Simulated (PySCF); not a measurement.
SMILES C=[CH][Ga]([CH3])[O]C (GFN2-xTB optimised geometry):

```
15

Ga    -0.813     0.479     0.000
C     -2.147     2.028     0.000
H     -2.817     1.923     0.855
H     -2.748     1.988    -0.910
H     -1.646     2.995     0.053
C      1.230     0.479     0.000
C      1.918    -0.651    -0.035
H      1.751     1.432     0.027
H      3.001    -0.685    -0.036
H      1.415    -1.610    -0.064
O     -1.618    -1.047     0.000
C     -1.994    -2.402     0.012
H     -1.306    -2.995     0.620
H     -3.001    -2.498     0.428
H     -1.996    -2.801    -1.006
```

Level of theory: PBE0/def2-TZVP in PySCF.

Problem. What are the frontier orbital energies and the dipole moment?

Solution. HOMO-2 -8.07 eV, HOMO-1 -7.61 eV, HOMO -6.93 eV, LUMO -0.90 eV, LUMO+1 0.44 eV; dipole moment 0.40 D.

Meta-Löwdin charges at PBE0/def2-TZVP: Ga1 0.73, C2 -0.57, H3 0.13, H4 0.13, H5 0.12, C6 -0.32, C7 -0.22, H8 0.12, H9 0.12, H10 0.12, O11 -0.59, C12 -0.10, H13 0.10, H14 0.11, H15 0.11.
